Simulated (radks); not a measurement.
Values are calculated unless marked as measured or tabulated.
Task: Zn4+, 26 electrons, occupied as [Ne] 3s1.75 3p6 3d8 4d0.25 (fractional occupations, a model configuration). Code: a radial shooting solver on a logarithmic mesh with Libxc functionals. Model: Dirac Kohn-Sham, PBE, spin-unpolarised, spherical densities, finite nucleus; open shells are shared between the two j in proportion to 2j + 1; Fermi nuclear charge, rms radius 3.9283 fm. Some entries of the table are withheld. Estimate them.

| orbital | occ. | eigenvalue (eV) | <r^2> (bohr^2) | <r> (bohr) |
|---|---|---|---|---|
| 1s1/2 | 2 | -9595.921 | (1) | (2) |
| 2s1/2 | 2 | -1230.656 | 0.06028 | 0.2259 |
| 2p1/2 | 2 | (3) | 0.04715 | 0.1959 |
| 2p3/2 | 4 | (4) | 0.04868 | 0.1993 |
| 3s1/2 | 1.75 | -198.5505 | 0.5174 | 0.6703 |
| 3p1/2 | 2 | -154.3860 | (5) | 0.6879 |
| 3p3/2 | 4 | -151.1741 | (6) | 0.6974 |
| 3d3/2 | 3.2 | -77.1492 | 0.7231 | 0.7613 |
| 3d5/2 | 4.8 | -76.7114 | 0.7301 | 0.7651 |
| 4d3/2 | 0.1 | -26.2328 | 8.460 | (7) |
| 4d5/2 | 0.15 | -26.1865 | 8.495 | (8) |

Result: 
(1) 1s1/2 <r^2> (bohr^2): 0.003405
(2) 1s1/2 <r> (bohr): 0.05031
(3) 2p1/2 eigenvalue (eV): -1092.436
(4) 2p3/2 eigenvalue (eV): -1068.561
(5) 3p1/2 <r^2> (bohr^2): 0.5552
(6) 3p3/2 <r^2> (bohr^2): 0.5705
(7) 4d3/2 <r> (bohr): 2.725
(8) 4d5/2 <r> (bohr): 2.730
